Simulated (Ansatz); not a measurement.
`[SiH3][SiH2][N]1[CH2][AlH]1`. Total charge 0; spin multiplicity 1. All single points use the PBE0-D4/def2-TZVP geometry. It is one conformer, not always the lowest.

```xyz
13

Si    1.750   -1.261    0.698
Si    0.763    0.855    0.441
N    -0.874    0.736   -0.044
C    -1.328    0.071   -1.345
Al   -2.614    0.788   -0.141
H     1.684   -2.048   -0.566
H     3.185   -1.139    1.083
H     1.052   -2.046    1.756
H     0.828    1.586    1.739
H     1.576    1.616   -0.558
H    -1.101   -0.995   -1.408
H    -0.999    0.590   -2.248
H    -3.921    1.247    0.592
```

Question: What is the dipole moment at r2SCAN/def2-TZVPP? (Best estimate.)

Answer: Ansatz gave: 2.57 D, with components (-2.51, 0.52, -0.21) D in this frame, pointing from negative to positive charge.

Question: And with PBE, B3LYP, ωB97M-V? (Estimate.)

Answer: Ansatz gave: PBE 2.43 D, B3LYP 2.64 D, ωB97M-V 2.79 D.

Question: Give the Mulliken charges with r2SCAN, B3LYP, PBE in def2-TZVPP. (Estimate.)

Answer: Ansatz gave: 
```json
{"atom": "Si1", "r2SCAN": "0.15", "B3LYP": "0.14", "PBE": "0.08"}
{"atom": "Si2", "r2SCAN": "0.32", "B3LYP": "0.30", "PBE": "0.24"}
{"atom": "N3", "r2SCAN": "-0.34", "B3LYP": "-0.28", "PBE": "-0.19"}
{"atom": "C4", "r2SCAN": "-0.23", "B3LYP": "-0.25", "PBE": "-0.23"}
{"atom": "Al5", "r2SCAN": "0.44", "B3LYP": "0.35", "PBE": "0.26"}
{"atom": "H6", "r2SCAN": "-0.07", "B3LYP": "-0.07", "PBE": "-0.05"}
{"atom": "H7", "r2SCAN": "-0.07", "B3LYP": "-0.07", "PBE": "-0.05"}
{"atom": "H8", "r2SCAN": "-0.08", "B3LYP": "-0.07", "PBE": "-0.05"}
{"atom": "H9", "r2SCAN": "-0.09", "B3LYP": "-0.09", "PBE": "-0.07"}
{"atom": "H10", "r2SCAN": "-0.09", "B3LYP": "-0.09", "PBE": "-0.08"}
{"atom": "H11", "r2SCAN": "0.07", "B3LYP": "0.09", "PBE": "0.09"}
{"atom": "H12", "r2SCAN": "0.07", "B3LYP": "0.10", "PBE": "0.09"}
{"atom": "H13", "r2SCAN": "-0.08", "B3LYP": "-0.06", "PBE": "-0.04"}
```

B3LYP here is the variant with VWN-RPA as its local correlation; programs differ in this.
